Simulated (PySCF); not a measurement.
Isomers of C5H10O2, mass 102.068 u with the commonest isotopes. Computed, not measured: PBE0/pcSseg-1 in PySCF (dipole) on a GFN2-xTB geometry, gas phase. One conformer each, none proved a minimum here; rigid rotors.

Problem. Order these by radius of gyration √(Σ m r²/M), largest first.
A. `[CH3:1][O:2][C:3](=[O:4])[CH:5]([CH3:6])[CH3:7]` with C1–O2–C3–O4 -1°, O2–C3–C5–C6 152°
B. `[CH3:1][C:2]([CH3:3])([CH3:4])[C:5](=[O:6])[OH:7]` with C2–C5–O7–H 180°
C. `[CH3:1][O:2][CH2:3][C@H:4]([CH3:5])[CH:6]=[O:7]` with C1–O2–C3–C4 -178°, O2–C3–C4–C5 -69°, C3–C4–C6–O7 -8°

Solution. C (2.059 Å), A (1.884 Å), B (1.734 Å).

Problem. Order these by rotational constant B, largest first.
A. `[CH3:1][O:2][C:3](=[O:4])[CH:5]([CH3:6])[CH3:7]` with C1–O2–C3–O4 -1°, O2–C3–C5–C6 152°
B. `[CH3:1][C:2]([CH3:3])([CH3:4])[C:5](=[O:6])[OH:7]` with C2–C5–O7–H 180°
C. `[CH3:1][O:2][CH2:3][C@H:4]([CH3:5])[CH:6]=[O:7]` with C1–O2–C3–C4 -178°, O2–C3–C4–C5 -69°, C3–C4–C6–O7 -8°

Solution. B (2394 MHz), A (1761 MHz), C (1523 MHz).

Problem. Order these by rotational constant A, smallest first.
A. `[CH3:1][O:2][CH2:3][C@H:4]([CH3:5])[CH:6]=[O:7]` with C1–O2–C3–C4 -178°, O2–C3–C4–C5 -69°, C3–C4–C6–O7 -8°
B. `[CH3:1][C:2]([CH3:3])([CH3:4])[C:5](=[O:6])[OH:7]` with C2–C5–O7–H 180°
C. `[CH3:1][O:2][C:3](=[O:4])[CH:5]([CH3:6])[CH3:7]` with C1–O2–C3–O4 -1°, O2–C3–C5–C6 152°

Solution. B (3348 MHz), A (4457 MHz), C (4798 MHz).

```json
{"SMILES": "CC(C)(C)C(=O)O", "point group": "Cs", "Ia (u·Å²)": "150.95", "Ib (u·Å²)": "211.08", "Ic (u·Å²)": "251.49", "κ": "-0.43", "μa (D)": "0.67", "μb (D)": "1.61", "μc (D)": "0.00"}
{"SMILES": "COC[C@H](C)C=O", "point group": "C1", "Ia (u·Å²)": "113.39", "Ib (u·Å²)": "331.93", "Ic (u·Å²)": "419.78", "κ": "-0.80", "μa (D)": "1.01", "μb (D)": "1.41", "μc (D)": "0.09"}
{"SMILES": "COC(=O)C(C)C", "point group": "C1", "Ia (u·Å²)": "105.33", "Ib (u·Å²)": "286.98", "Ic (u·Å²)": "332.30", "κ": "-0.85", "μa (D)": "0.36", "μb (D)": "1.53", "μc (D)": "0.85"}
```
